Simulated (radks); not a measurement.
Problem. Coherent X-ray form factor from a spherical all-electron density. All-electron calculation, Dirac Kohn-Sham, PBEsol, spin-unpolarised, spherical densities, finite nucleus; Fermi nuclear charge, rms radius of each element as measured or else 0.836 A^(1/3) + 0.57 fm. Program: a radial shooting solver on a logarithmic mesh with Libxc functionals.

sin(theta)/lambda (1/angstrom)  f0 (electrons)
0.05                                    69.435
0.1                                     67.819
0.15                                    65.366
0.2                                     62.350
0.25                                    59.045
0.3                                     55.668
0.4                                     49.251
0.5                                     43.653
0.6                                     38.893
0.8                                     31.296
1                                       25.597
1.25                                    20.636
1.5                                     17.505
2                                       13.863

The species is in the configuration that NIST lists as its ground one. Which atom or ion scatters so?

Solution. The tungsten ion W4+, [Xe] 4f14 5d2. Extrapolating in s^2 from the first two rows gives f0(0) = 70.0, near the electron count 70; among species with that count, the fall with angle is slower the higher Z, and the table is that of Z = 74; from so few rows the species is fixed only to a neighbour or two.
